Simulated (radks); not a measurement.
Ba37+, configuration [Ar] 3d1.

Calculated with a radial shooting solver on a logarithmic mesh with Libxc functionals: non-relativistic Kohn-Sham, TPSS, spin-polarised, spherical densities, point nucleus; open shells are filled with parallel spins first (spin-orbit coupling, left out, can overturn this in heavy ions); meta-GGA in the generalised Kohn-Sham scheme; relativity is left out, which matters for an element this heavy.

Energy parts (eV):
total: -185288.91
kinetic: 185264.15
electron-nucleus: -396780.50
Hartree: 29607.83
exchange-correlation: -3380.39

Orbitals (lengths in bohr, moments of r in powers of bohr; r(90%) holds 90 % of the orbital's charge):
orbital  occ.  eigenvalue (eV)  r(90%)
1s up       1        -37590.69  0.0482
1s down     1        -37590.67  0.0482
2s up       1        -7413.815   0.176
2s down     1        -7409.429   0.176
2p up       3        -7120.611   0.158
2p down     3        -7117.334   0.158
3s up       1        -2782.982   0.408
3s down     1        -2778.592   0.408
3p up       3        -2669.438   0.397
3p down     3        -2664.467   0.398
3d up       1        -2486.856   0.358
3d down     0        -2480.307   0.359

The highest occupied level is 3d up at -2486.9 eV. Spin moment in Bohr magnetons: 1. The density falls to 0.001 e/bohr^3 at r = 0.81 bohr. Summed over all electrons, <r^2> = 0.8461 bohr^2, which gives a Langevin (diamagnetic) susceptibility term of -0.67 x 10^-6 cm^3/mol. Virial ratio -V/T = 2.00013.
